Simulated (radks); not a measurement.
Calculated with a radial shooting solver on a logarithmic mesh with Libxc functionals: non-relativistic Kohn-Sham, LDA (Slater exchange, Perdew-Wang correlation), spin-unpolarised, spherical densities, point nucleus. Response by self-consistent Sternheimer equations with the Hartree and adiabatic LDA kernel. Rank Cu, As4+, Ga2+, Se5+, Rb8+, Kr7+, Zn+, Ge3+, Br6+ (NIST ground configurations) by static dipole polarisability, largest first.

Answer. Cu 41.62, Zn+ 16.57, Ga2+ 9.123, Ge3+ 5.790, As4+ 3.990, Se5+ 2.904, Br6+ 2.198, Kr7+ 1.713, Rb8+ 1.367 bohr^3.
